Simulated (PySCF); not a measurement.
C4H10Se, SMILES CCCC[SeH] (GFN2-xTB optimised geometry):

```
15

C      2.001    -1.313     0.000
C      0.477    -1.313     0.000
C     -0.085     0.107     0.000
C     -1.603     0.093    -0.009
Se    -2.383     1.906    -0.061
H      2.383    -0.798     0.878
H      2.383    -0.810    -0.885
H      2.381    -2.332     0.006
H      0.114    -1.846    -0.882
H      0.113    -1.846     0.882
H      0.280     0.645    -0.878
H      0.271     0.638     0.886
H     -1.989    -0.399    -0.904
H     -2.008    -0.410     0.871
H     -1.805     2.332     1.195
```

Level of theory: CAM-B3LYP/def2-TZVP (PySCF).

**Question.** What are the frontier orbital energies and the dipole moment?

**Answer.** HOMO-2 -10.89 eV, HOMO-1 -9.83 eV, HOMO -7.73 eV, LUMO 1.16 eV, LUMO+1 2.02 eV; dipole moment 1.75 D.

Meta-Löwdin charges at CAM-B3LYP/def2-TZVP: C1 -0.33, C2 -0.18, C3 -0.18, C4 -0.26, Se5 -0.05, H6 0.11, H7 0.11, H8 0.11, H9 0.10, H10 0.10, H11 0.10, H12 0.10, H13 0.12, H14 0.12, H15 0.05.
